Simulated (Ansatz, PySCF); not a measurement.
Species: SrCl$_{2}$, charge 0, multiplicity 1. SMILES: [Sr]([Cl])[Cl]
Geometry: optimised at B3LYP-D3(BJ)/def2-TZVP (Ansatz, a first-principles code).

Wanted: vertical electron affinity (to the doublet state of charge -1; a negative value means that the extra electron is unbound and the number depends on the basis; each state is the SCF solution reached for its spin), in eV. Cores are frozen in the correlated levels unless marked. Open shells are spin-unrestricted. No spin-orbit coupling. Frozen are the shells of the preceding noble gas and the d and f shells that filled before the atom's block. The outer core of K, Ca and their heavier congeners is not correlated, a term that matters for these elements. Past Kr the def2 sets carry scalar-relativistic core potentials. Anions need diffuse functions: def2-D sets add few. CBS(X,Y): correlation extrapolated as X^-3; Hartree-Fock from the larger set. [CCSD(T)-MP2]/basis is that difference in the basis named.

```tsv
level	program	vertical electron affinity (eV)
HF/def2-SVPD	Ansatz	0.73
HF/def2-TZVPPD	Ansatz	0.71
HF/def2-QZVPPD	Ansatz	0.71
PBE/def2-TZVPD	Ansatz	1.10
B3LYP/def2-TZVPD	Ansatz	1.14
PBE0/def2-TZVPD	Ansatz	1.07
BHLYP/def2-TZVPD	Ansatz	1.00
M06-2X/def2-TZVPD	PySCF	1.14
CAM-B3LYP/def2-TZVPD	Ansatz	1.09
wB97M-V/def2-TZVPD	Ansatz	0.87
wB97X-V/def2-TZVPD	Ansatz	0.92
wB97X/def2-TZVPD	Ansatz	0.81
B2PLYP/def2-TZVPD	Ansatz	0.97
MP2/def2-TZVPPD	Ansatz	0.83
RI-MP2/CBS(def2-TZVPPD,def2-QZVPPD)	Ansatz	0.83
SCS-MP2/def2-SVPD	Ansatz	0.81
SCS-MP2/def2-TZVPPD	Ansatz	0.80
CCSD(T)/def2-SVPD	Ansatz	0.87
RI-MP2/CBS(def2-TZVPPD,def2-QZVPPD)+[CCSD(T)-MP2]/def2-SVPD	Ansatz	0.87
RI-MP2/CBS(def2-TZVPPD,def2-QZVPPD)+[CCSD(T)-MP2]/def2-TZVPPD	Ansatz	0.87
```
